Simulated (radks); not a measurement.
Exchange energies: the exact (Fock) value of the Kohn-Sham orbitals and density-functional approximations, as 100 (|E| - |E exact|)/|E exact|, negative where the magnitude is too small. Species: Eu [Xe] 4f7 6s2; Kr3+ [Ar] 3d10 4s2 4p3. Calculated with a radial shooting solver on a logarithmic mesh with Libxc functionals: non-relativistic Kohn-Sham, exchange-only PBE, spin-polarised, spherical densities, point nucleus. Every spin shell is full or empty, so the densities are truly spherical. Functionals are evaluated on that one density, not self-consistently.

functional,Eu,Kr3+
exact (hartree),-230.241,-92.7230
LDA,-4.20,-5.54
B88,+0.20,+0.09
PBEsol,-1.89,-2.51
revPBE,-0.12,-0.19
PW91,+0.17,+0.04
PW86,-0.13,+0.06
OPTX,+1.69,+0.92
WC,-0.59,-0.95
B86b,+0.15,+0.09
APBE,+0.43,+0.45
TPSS,-0.22,-0.08
revTPSS,-0.79,-0.78
